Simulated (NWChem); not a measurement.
System: AlH₃, triplet; SMILES of the neutral closed-shell parent [AlH3]

NWChem input:

```
start job
memory heap 200 mb stack 700 mb global 900 mb
geometry units angstroms noautoz
  Al     0.255084     0.241631    -0.328073
  H     -0.997736    -0.442991     0.838005
  H      1.093457     1.219342     0.611389
  H     -0.361226    -1.017983     0.868409
end
basis spherical
  * library def2-tzvp
end
dft
  odft
  mult 3
  xc b3lyp
  iterations 150
  mulliken
end
task dft energy
```

NWChem printed, in part:

```
             Northwest Computational Chemistry Package (NWChem) 7.3.0
             --------------------------------------------------------

 CS  symmetry detected

                             Geometry "geometry" -> ""
                             -------------------------

 Output coordinates in angstroms (scale by  1.889725989 to convert to a.u.)

  No.       Tag          Charge          X              Y              Z
 ---- ---------------- ---------- -------------- -------------- --------------
    1 Al                  13.0000    -0.13124967    -0.18211005     0.00000000
    2 H                    1.0000     0.18356642     1.58275210    -0.42915183
    3 H                    1.0000     1.33911285    -0.79807353     0.00000000
    4 H                    1.0000     0.18356642     1.58275210     0.42915183

 Effective nuclear repulsion energy (a.u.)      12.7904166082

      Symmetry information
      --------------------

 Group name             Cs
 Group number              2
 Group order               2
 No. of unique centers     3

                                 NWChem DFT Module
                                 -----------------

 Summary of "ao basis" -> "ao basis" (spherical)
 ------------------------------------------------------------------------------
       Tag                 Description            Shells   Functions and Types
 ---------------- ------------------------------  ------  ---------------------
 Al                        def2-tzvp                13       37   5s5p2d1f
 H                         def2-tzvp                 4        6   3s1p

      Symmetry analysis of basis
      --------------------------

        a'         36
        a"         19

            General Information
            -------------------
          SCF calculation type: DFT
          Wavefunction type:  spin polarized.
          No. of atoms     :     4
          No. of electrons :    16
           Alpha electrons :     9
            Beta electrons :     7
          Charge           :     0
          Spin multiplicity:     3
          Use of symmetry is: on ; symmetry adaption is: on
          Maximum number of iterations: 150
          AO basis - number of functions:    55
                     number of shells:    25
          Convergence on energy requested:  1.00D-06
          Convergence on density requested:  1.00D-05
          Convergence on gradient requested:  5.00D-04

              XC Information
              --------------
                         B3LYP Method XC Potential
                     Hartree-Fock (Exact) Exchange  0.200
                        Slater Exchange Functional  0.800 local
                    Becke 1988 Exchange Functional  0.720 non-local
              Lee-Yang-Parr Correlation Functional  0.810
                  VWN I RPA Correlation Functional  0.190 local

             Grid Information
             ----------------
          Grid used for XC integration:  medium
          Radial quadrature: Mura-Knowles
          Angular quadrature: Lebedev.
          Tag              B.-S. Rad. Rad. Pts. Rad. Cut. Ang. Pts.
          ---              ---------- --------- --------- ---------
          Al                  1.25       88           8.0       590
          H                   0.35       45           9.0       434
          Grid pruning is: on
          Number of quadrature shells:   178
          Spatial weights used:  Erf1

      Superposition of Atomic Density Guess
      -------------------------------------

 Sum of atomic energies:        -243.37425148

      Non-variational initial energy
      ------------------------------

 Total energy =    -243.380742
 1-e energy   =    -363.349381
 2-e energy   =     107.178223
 HOMO         =      -0.155095
 LUMO         =      -0.053911

   Symmetry analysis of molecular orbitals - initial alpha
   -------------------------------------------------------

  Numbering of irreducible representations:

     1 a'          2 a"

  Orbital symmetries:

     1 a'          2 a'          3 a'          4 a'          5 a"
     6 a'          7 a'          8 a'          9 a"         10 a'
    11 a'         12 a"         13 a'         14 a'         15 a"
    16 a'         17 a'         18 a"         19 a'

   Symmetry analysis of molecular orbitals - initial beta
   ------------------------------------------------------

  Numbering of irreducible representations:

     1 a'          2 a"

  Orbital symmetries:

     1 a'          2 a'          3 a'          4 a'          5 a"
     6 a'          7 a'          8 a'          9 a"         10 a'
    11 a'         12 a"         13 a'         14 a'         15 a"
    16 a'         17 a'         18 a"         19 a'

     ---------------------------------------------
      Total Density - Mulliken Population Analysis
     ---------------------------------------------

    Atom       Charge   Shell Charges
 -----------   ------   -------------------------------------------------------
    1 Al  13    13.02   2.00  0.66  1.32  0.92  0.58  2.91  2.28  0.82  0.66  0.77  0.05  0.04  0.01
    2 H    1     0.94   0.20  0.48  0.24  0.01
    3 H    1     1.10   0.21  0.54  0.34  0.01
    4 H    1     0.94   0.20  0.48  0.24  0.01

     --------------------------------------------
      Spin Density - Mulliken Population Analysis
     --------------------------------------------

    Atom       Charge   Shell Charges
 -----------   ------   -------------------------------------------------------
    1 Al  13     1.53   0.00  0.00 -0.01  0.18  0.23  0.01  0.00  0.00  0.40  0.69  0.01  0.02  0.00
    2 H    1     0.14   0.02  0.05  0.07  0.00
    3 H    1     0.19   0.04  0.09  0.07  0.00
    4 H    1     0.14   0.02  0.05  0.07  0.00

   convergence    iter        energy       DeltaE   RMS-Dens  Diis-err
 ---------------- ----- ----------------- --------- --------- ---------
 d= 0,ls=0.0,diis     1   -244.0993736289 -2.57D+02  7.29D-03  8.51D-02
                                                     2.10D-03  7.27D-02
 d= 0,ls=0.0,diis     2   -244.1247407117 -2.54D-02  1.79D-03  2.17D-03
                                                     1.60D-03  1.77D-03
 d= 0,ls=0.0,diis     3   -244.1264980727 -1.76D-03  6.84D-04  7.12D-04
                                                     2.92D-04  4.45D-04
 d= 0,ls=0.0,diis     4   -244.1269753834 -4.77D-04  1.45D-04  6.55D-06
                                                     1.10D-04  1.27D-05
 d= 0,ls=0.0,diis     5   -244.1269933873 -1.80D-05  5.48D-05  1.74D-06
                                                     4.81D-05  6.57D-07
  Resetting Diis
 d= 0,ls=0.0,diis     6   -244.1269965713 -3.18D-06  1.40D-05  1.01D-07
                                                     1.65D-05  1.68D-07
 d= 0,ls=0.0,diis     7   -244.1269968522 -2.81D-07  6.08D-06  4.47D-08
                                                     2.18D-06  1.18D-08

         Total DFT energy =     -244.126996852199
      One electron energy =     -363.768438458574
           Coulomb energy =      126.542237804675
    Exchange-Corr. energy =      -19.691212806535
 Nuclear repulsion energy =       12.790416608234

 Numeric. integr. density =       16.000001381408

                  Occupations of the irreducible representations
                  ----------------------------------------------

                     irrep           alpha         beta
                     --------     --------     --------
                     a'                7.0          6.0
                     a"                2.0          1.0

                    DFT Final Alpha Molecular Orbital Analysis
                    ------------------------------------------

 Vector    7  Occ=1.000000D+00  E=-3.699637D-01  Symmetry=a'
              MO Center=  7.5D-01, -5.1D-01,  1.2D-17, r^2= 1.8D+00
   Bfn.  Coefficient  Atom+Function         Bfn.  Coefficient  Atom+Function
  ----- ------------  ---------------      ----- ------------  ---------------
     4      0.448863  1 Al s                 45      0.267633  3 H  s
     3     -0.231347  1 Al s                  5      0.194200  1 Al s
    44      0.167651  3 H  s                 46      0.160835  3 H  s
    16     -0.124094  1 Al py                39     -0.103068  2 H  s
    51     -0.103068  4 H  s                 15      0.093790  1 Al px

 Vector    8  Occ=1.000000D+00  E=-2.324283D-01  Symmetry=a'
              MO Center= -4.3D-01, -3.0D-01, -2.0D-15, r^2= 2.8D+00
   Bfn.  Coefficient  Atom+Function         Bfn.  Coefficient  Atom+Function
  ----- ------------  ---------------      ----- ------------  ---------------
     4      0.471934  1 Al s                  5      0.450437  1 Al s
    15     -0.371499  1 Al px                18     -0.227481  1 Al px
     3     -0.223644  1 Al s                 46     -0.204040  3 H  s
    45     -0.188070  3 H  s                 44     -0.107944  3 H  s
     6      0.092141  1 Al px                40     -0.090907  2 H  s

 Vector    9  Occ=1.000000D+00  E=-1.709056D-01  Symmetry=a"
              MO Center= -6.7D-02,  4.2D-01, -3.2D-15, r^2= 3.4D+00
   Bfn.  Coefficient  Atom+Function         Bfn.  Coefficient  Atom+Function
  ----- ------------  ---------------      ----- ------------  ---------------
    17      0.444051  1 Al pz                20      0.426073  1 Al pz
    40     -0.336683  2 H  s                 52      0.336683  4 H  s
    39     -0.161952  2 H  s                 51      0.161952  4 H  s
     8     -0.103431  1 Al pz                11     -0.086024  1 Al pz
    38     -0.067106  2 H  s                 50      0.067106  4 H  s

 Vector   10  Occ=0.000000D+00  E=-1.092459D-02  Symmetry=a'
              MO Center= -3.1D-01, -5.8D-01, -3.5D-14, r^2= 4.6D+00
   Bfn.  Coefficient  Atom+Function         Bfn.  Coefficient  Atom+Function
  ----- ------------  ---------------      ----- ------------  ---------------
    19      1.187919  1 Al py                40     -0.570552  2 H  s
    52     -0.570552  4 H  s                  5      0.472313  1 Al s
    16      0.444101  1 Al py                 4      0.180511  1 Al s
    46      0.160587  3 H  s                  7     -0.092108  1 Al py
     3     -0.081812  1 Al s                 10     -0.076195  1 Al py

 Vector   11  Occ=0.000000D+00  E= 1.268212D-02  Symmetry=a"
              MO Center= -4.6D-02,  4.4D-01,  6.5D-14, r^2= 4.8D+00
   Bfn.  Coefficient  Atom+Function         Bfn.  Coefficient  Atom+Function
  ----- ------------  ---------------      ----- ------------  ---------------
    40      1.383087  2 H  s                 52     -1.383087  4 H  s
    20      0.646589  1 Al pz                17      0.236196  1 Al pz
    39      0.180427  2 H  s                 51     -0.180427  4 H  s
    27     -0.172885  1 Al d -1              38      0.104485  2 H  s
    50     -0.104485  4 H  s                 22     -0.097703  1 Al d -1

 Vector   12  Occ=0.000000D+00  E= 2.987195D-02  Symmetry=a'
              MO Center= -1.8D-01,  2.3D-01, -4.4D-13, r^2= 5.2D+00
   Bfn.  Coefficient  Atom+Function         Bfn.  Coefficient  Atom+Function
  ----- ------------  ---------------      ----- ------------  ---------------
    46      1.341936  3 H  s                 18     -1.218192  1 Al px
     5     -1.055366  1 Al s                  4     -0.340860  1 Al s
    40      0.251870  2 H  s                 52      0.251870  4 H  s
    26     -0.186127  1 Al d -2              15     -0.166363  1 Al px
    19      0.163280  1 Al py                 3      0.135633  1 Al s

                     DFT Final Beta Molecular Orbital Analysis
                     -----------------------------------------

 Vector    5  Occ=1.000000D+00  E=-2.691582D+00  Symmetry=a'
              MO Center= -1.3D-01, -1.8D-01,  1.6D-16, r^2= 1.3D-01
   Bfn.  Coefficient  Atom+Function         Bfn.  Coefficient  Atom+Function
  ----- ------------  ---------------      ----- ------------  ---------------
     6      0.543603  1 Al px                 9      0.389042  1 Al px
    12      0.206483  1 Al px                 7     -0.098748  1 Al py
    10     -0.070529  1 Al py                13     -0.037378  1 Al py

 Vector    6  Occ=1.000000D+00  E=-5.229454D-01  Symmetry=a'
              MO Center=  1.7D-01,  1.3D+00,  1.5D-15, r^2= 9.8D-01
   Bfn.  Coefficient  Atom+Function         Bfn.  Coefficient  Atom+Function
  ----- ------------  ---------------      ----- ------------  ---------------
    39      0.245776  2 H  s                 51      0.245776  4 H  s
     4      0.243839  1 Al s                 38      0.169858  2 H  s
    50      0.169858  4 H  s                  3     -0.132577  1 Al s
    16      0.110196  1 Al py                40      0.085638  2 H  s
    52      0.085638  4 H  s                  2      0.038757  1 Al s

 Vector    7  Occ=1.000000D+00  E=-3.416895D-01  Symmetry=a'
              MO Center=  8.5D-01, -5.8D-01, -1.2D-16, r^2= 1.6D+00
   Bfn.  Coefficient  Atom+Function         Bfn.  Coefficient  Atom+Function
  ----- ------------  ---------------      ----- ------------  ---------------
     4      0.412291  1 Al s                 45      0.254458  3 H  s
     3     -0.215509  1 Al s                  5      0.188633  1 Al s
    44      0.167353  3 H  s                 46      0.164792  3 H  s
    15      0.159312  1 Al px                16     -0.127071  1 Al py
    39     -0.089578  2 H  s                 51     -0.089578  4 H  s

 Vector    8  Occ=0.000000D+00  E=-1.186971D-01  Symmetry=a'
              MO Center= -5.2D-01, -3.3D-01,  1.5D-17, r^2= 3.0D+00
   Bfn.  Coefficient  Atom+Function         Bfn.  Coefficient  Atom+Function
  ----- ------------  ---------------      ----- ------------  ---------------
     5      0.568990  1 Al s                  4      0.449254  1 Al s
    18     -0.304782  1 Al px                15     -0.256572  1 Al px
     3     -0.230787  1 Al s                 46     -0.209618  3 H  s
    45     -0.160832  3 H  s                 40     -0.117952  2 H  s
    52     -0.117952  4 H  s                 44     -0.088682  3 H  s

 Vector    9  Occ=0.000000D+00  E=-7.571689D-02  Symmetry=a"
              MO Center=  3.4D-02,  4.7D-01, -1.8D-14, r^2= 3.8D+00
   Bfn.  Coefficient  Atom+Function         Bfn.  Coefficient  Atom+Function
  ----- ------------  ---------------      ----- ------------  ---------------
    20      0.487721  1 Al pz                40     -0.465699  2 H  s
    52      0.465699  4 H  s                 17      0.316419  1 Al pz
    39     -0.162953  2 H  s                 51      0.162953  4 H  s
     8     -0.090454  1 Al pz                11     -0.081327  1 Al pz
    38     -0.069998  2 H  s                 50      0.069998  4 H  s

 Vector   10  Occ=0.000000D+00  E= 1.233635D-02  Symmetry=a'
              MO Center= -1.9D-01, -6.0D-01,  1.9D-15, r^2= 5.0D+00
   Bfn.  Coefficient  Atom+Function         Bfn.  Coefficient  Atom+Function
  ----- ------------  ---------------      ----- ------------  ---------------
    19      1.343437  1 Al py                40     -0.655269  2 H  s
    52     -0.655269  4 H  s                  5      0.514154  1 Al s
    16      0.374997  1 Al py                 4      0.252469  1 Al s
    46      0.214941  3 H  s                  3     -0.109016  1 Al s
     7     -0.083820  1 Al py                26      0.074041  1 Al d -2

     ---------------------------------------------
      Total Density - Mulliken Population Analysis
     ---------------------------------------------

    Atom       Charge   Shell Charges
 -----------   ------   -------------------------------------------------------
    1 Al  13    13.01   2.00  0.64  1.34  0.93  0.44  2.95  2.19  0.88  0.93  0.59  0.06  0.05  0.01
    2 H    1     0.96   0.24  0.50  0.20  0.02
    3 H    1     1.08   0.23  0.52  0.32  0.01
    4 H    1     0.96   0.24  0.50  0.20  0.02

     --------------------------------------------
      Spin Density - Mulliken Population Analysis
     --------------------------------------------

[...]
```

Level: B3LYP/def2-TZVP, spin-unrestricted. The geometry was optimised at PBE0/def2-SVP, spin-unrestricted. The spin multiplicity was typed, not searched, and may not be the lowest. No stability test was run on the SCF state.
